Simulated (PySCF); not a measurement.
Finite-field polarisability of Sn (tin, neutral)

[Kr] 4d10 5s2 5p2, high-spin 3P determinant. Computed with PySCF 2.14 in aug-cc-pVDZ-PP with ECP28MDF (5s4p3d, 32 functions), with scalar relativity through the core potential. Frozen: 4s2 4p6 4d10. Energy changes in a uniform field (μhartree):

```json
{"axis": "x", "F (au)": "0.0021", "HF": "-101.197", "MP2": "-99.405", "CCSD": "-98.195", "CCSD(T)": "-98.337"}
{"axis": "x", "F (au)": "0.0042", "HF": "-404.811", "MP2": "-397.643", "CCSD": "-392.810", "CCSD(T)": "-393.375"}
{"axis": "y", "F (au)": "0.0018", "HF": "-98.803", "MP2": "-97.956", "CCSD": "-97.218", "CCSD(T)": "-97.422"}
{"axis": "y", "F (au)": "0.0036", "HF": "-395.606", "MP2": "-392.223", "CCSD": "-389.276", "CCSD(T)": "-390.094"}
```

By symmetry the remaining axis equals y.

(1) Derive α along x at CCSD(T) from the two fields.

(2) And the mean polarisability at each level?

A double-zeta set is small for polarisabilities.

## Answers

(1) With ΔE = −αF²/2 − γF⁴/24, α = −(16 ΔE(F) − ΔE(2F))/(6F²) = 44.60 bohr³.

(2) The components xx, yy, zz at CCSD(T) are 44.60, 60.12, 60.12, the third axis being equal by symmetry to one of the two computed. Means: HF 55.94, MP2 55.32, CCSD 54.84, CCSD(T) 54.94 bohr³. Reference: 53 ± 6 bohr³ (recommended; Schwerdtfeger and Nagle, table of static dipole polarizabilities (2023 update)).
